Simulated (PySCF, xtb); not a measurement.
H3N2, SMILES N[NH], multiplicity 2.

Coordinates come from a PBE0-D3(BJ)/def2-TZVP optimisation. The isomer is the one that the SMILES or the coordinates give; other isomers of the formula were not compared.

Level of theory: PySCF 2.14.0 with IEF-PCM-ωB97X/def2-TZVPD.

The values are the electrostatic part of the solvation free energy, E(continuum) − E(gas) at the gas-phase geometry, in a cavity of scaled van der Waals radii (PySCF's table); cavitation and dispersion terms are not included. The dipole moment in vacuum is 2.62 D.

```csv
solvent,ε,ΔG(elec) (kcal/mol),dipole (D)
water,78.36,-8.3,3.46
benzene,2.27,-3.6,2.97
dichloromethane,8.93,-6.9,3.32
```

For comparison, GFN2-xTB/ALPB(water) (xtb, at the GFN2-xTB geometry, all terms of that model) gives -7.7 kcal/mol.
